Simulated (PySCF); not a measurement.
**Spinor energies of Sn (tin, neutral)**

Start: [Kr] 4d10 5s2 5p2; 5p1/2 filled at m_j = -1/2, +1/2. Calculated with PySCF 2.14 in x2c-SVPall-2c with one added diffuse shell each of s, p type (7s9p4d, 54 functions): generalised Hartree-Fock with the X2C-1e Hamiltonian and a Gaussian nucleus; one run each with spin-orbit coupling (SO) switched off, then screened by Boettger's factors.

```tsv
spinor shell	electrons	ε, spin-free (eV)	ε, screened SO (eV)	weight of nominal j (screened SO)	rms radius, screened SO (bohr)
1s1/2	2	-29342.2	-29339.5	1.000	0.0333
2s1/2	2	-4521.3	-4520.4	1.000	0.136
2p1/2	2	-4052.9	-4213.0	1.000	0.118
2p3/2	4	-4052.9	-3979.6	1.000	0.123
3s1/2	2	-912.16	-911.83	1.000	0.361
3p1/2	2	-755.05	-785.07	1.000	0.354
3p3/2	4	-755.05	-741.04	1.000	0.366
3d3/2	4	-513.58	-518.61	1.000	0.340
3d5/2	6	-513.58	-509.81	1.000	0.343
4s1/2	2	-160.11	-159.93	1.000	0.873
4p1/2	2	-110.17	-115.49	1.000	0.932
4p3/2	4	-110.17	-107.51	1.000	0.959
4d3/2	4	-35.601	-36.130	0.991	1.19
4d5/2	6	-35.601	-35.000	0.994	1.19
5s1/2	2	-13.857	-13.785	0.999	2.66
5p1/2	2	-7.210	-7.264	0.631	3.44
```

```
   quantity    spin-free  screened SO
E (hartree)  -6172.41690  -6173.85235
        M_J            0            0
       ⟨J²⟩        2.010        1.378
       ⟨L²⟩        2.007        2.001
       ⟨S²⟩        2.004        1.960
```

The determinant has a definite M_J but mixes levels of different J.

Each row is a mean over spinors that exchange with the open shell spreads, by up to 3.378 eV (5s1/2).

Rows whose weight is well below 1 are mixtures of j = l ± 1/2: exchange outweighs spin-orbit coupling there, and the label is only the starting occupation.

Breit and QED terms are absent; they matter most for the inner s and p1/2 levels.

Densities and radii are taken from the X2C orbitals without a picture-change correction, which distorts them close to the nucleus.

Without spin-orbit coupling the j labels of p, d and f shells carry no meaning; the spin-free column gives the mean over the occupied spinors of each nl shell.
